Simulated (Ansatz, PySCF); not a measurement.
Molecule: hydrogen telluride, H$_{2}$Te, net charge 0, singlet state. SMILES: [TeH2]
Geometry: optimised at B3LYP-D3(BJ)/def2-TZVP (Ansatz, a quantum-chemistry and plane-wave program).

Quantity: atomisation energy, in kcal/mol. Set-up: no spin-orbit coupling; LANL2DZ with its own core potentials from Na on; six Cartesian d functions in 6-31G* and its kin unless marked 5d; STO-3G and 3-21G all-electron and non-relativistic; UHF or UKS for open shells; atomisation electronic, to ground-state atoms; valence correlation only (noble-gas shells and the d and f shells of earlier blocks); dispersion terms only where a functional's name holds one; def2 sets with scalar-relativistic core potentials past Kr. Ab initio and DFT rows: single points at B3LYP-D3(BJ) geometries (Ansatz).

```json
[
 {"level": "HF/STO-3G", "program": "Ansatz", "atomisation energy (kcal/mol)": "132.4"},
 {"level": "SVWN5/6-31G* with LANL2DZ past Ar", "program": "Ansatz", "atomisation energy (kcal/mol)": "151.1"},
 {"level": "PBE/STO-3G", "program": "Ansatz", "atomisation energy (kcal/mol)": "187.4"},
 {"level": "PBE/6-31G* with LANL2DZ past Ar", "program": "Ansatz", "atomisation energy (kcal/mol)": "132.9"},
 {"level": "BLYP/6-31G* with LANL2DZ past Ar", "program": "Ansatz", "atomisation energy (kcal/mol)": "134.1"},
 {"level": "BP86/6-31G* with LANL2DZ past Ar (5d)", "program": "PySCF", "atomisation energy (kcal/mol)": "139.2"},
 {"level": "B3LYP/6-31G* with LANL2DZ past Ar", "program": "Ansatz", "atomisation energy (kcal/mol)": "132.5"},
 {"level": "PBE0/6-31G* with LANL2DZ past Ar", "program": "Ansatz", "atomisation energy (kcal/mol)": "127.8"},
 {"level": "M06-2X/6-31G* with LANL2DZ past Ar (5d)", "program": "PySCF", "atomisation energy (kcal/mol)": "131.2"},
 {"level": "MP2/6-31G* with LANL2DZ past Ar", "program": "Ansatz", "atomisation energy (kcal/mol)": "100.4"},
 {"level": "B3LYP/def2-TZVPD", "program": "Ansatz", "atomisation energy (kcal/mol)": "142.9"},
 {"level": "wB97X-V/def2-TZVPD", "program": "Ansatz", "atomisation energy (kcal/mol)": "143.7"}
]
```

No value to compare with is used here. The 10 habitual levels span 100.4 (MP2/6-31G* with LANL2DZ past Ar) to 187.4 kcal/mol (PBE/STO-3G); wB97X-V/def2-TZVPD gives 143.7.

The levels are drawn from those run, B3LYP/6-31G* more often than the rest, none by its result; runs whose electronic state is in doubt are left out.
